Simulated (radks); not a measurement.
Values are calculated unless marked as measured or tabulated.
Valence configurations of Pt I (all share [Xe]). Level of theory: scalar-relativistic Kohn-Sham, LDA (Slater exchange, Perdew-Wang correlation), spin-polarised, spherical densities, point nucleus; open shells are filled with parallel spins first (spin-orbit coupling, left out, can overturn this in heavy ions) (a radial shooting solver on a logarithmic mesh with Libxc functionals). Energies are relative to 4f14 5d9 6s1; eigenvalues in eV for spin up.

valence,E (eV),moment (Bohr magnetons),e(4f),e(5d),e(6p),e(6s)
4f14 5d9 6s1,0.000,2,-70.507,-6.701,-,-6.315
4f14 5d9.5 6s0.5,0.214,1,-69.248,-5.692,-,-5.769
4f14 5d8.5 6s1.5,0.308,2,-71.907,-7.705,-,-6.665
4f14 5d10,0.452,0,-68.058,-4.721,-,-
4f14 5d8 6s2,0.798,2,-73.374,-8.755,-,-7.023
4f14 5d8 6s1 6p1,5.587,4,-75.143,-10.593,-2.626,-8.662
4f13 5d10 6s1,69.102,2,-81.843,-7.362,-,-6.190
4f13 5d9 6s2,70.926,2,-84.943,-9.616,-,-6.948
4f13 5d10 6p1,74.366,2,-83.900,-9.299,-2.176,-
4f13 5d9 6s1 6p1,76.012,4,-86.804,-11.556,-2.596,-8.675

NIST lists [Xe] 4f14 5d9 6s1 as the ground configuration; this level of theory agrees among the configurations tried. The energies are those of spherical high-spin densities, not of single terms.
